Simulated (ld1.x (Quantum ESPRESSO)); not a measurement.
Pseudopotential generation for nitrogen (N): ultrasoft, PW91, non-relativistic.

- Element: N (Z = 7)
- Generator: ld1.x (Quantum ESPRESSO) 7.5
- Type: ultrasoft
- Functional: PW91
- Relativity: non-relativistic
- Frozen core: [He]
- Valence charge: 5
- Reference configuration: 2s1.5 2p3.5
- Partial waves: 2s (bound): rcut 0.85, rcutus 0.95 bohr; 2s channel at -0.35 Ry: rcut 0.85, rcutus 0.95 bohr; 2p (bound): rcut 1.85, rcutus 2.10 bohr; 2p channel at 0.45 Ry: rcut 1.85, rcutus 2.10 bohr
- Local potential: all-electron potential smoothed inside 1.85 bohr (lloc = -1)
- Core correction: Bessel-smoothed model core, default radius (core density twice the valence density)
- Augmentation charge: PSQ, radius 0.70 bohr

What the tests gave:

| Quantity | Value |
| --- | --- |
| Cutoffs needed | 25 Ry and 40 Ry (the cutoffs (Ry, on a coarse ladder) from which the occupation-weighted sum of valence levels, in a spherical-Bessel basis at the reference potential, stays within 10 and 1 mRy of its value at 400 Ry) |
| Ghost test | no extra level below or beside the all-electron valence levels (s, p, d, f tested) (spherical-Bessel basis up to 400 Ry, 20 bohr box) |
| Largest excitation error | -27 meV (all-electron minus pseudo) for 2s2 2p1, out of 7 test configurations |
| Lowest eigenvalue of the overlap operator | 0.47 (p channel) |
| Density cutoff estimated by the generator | 503 Ry |

Generation and tests took about 1.9 s on one core of a shared server CPU.
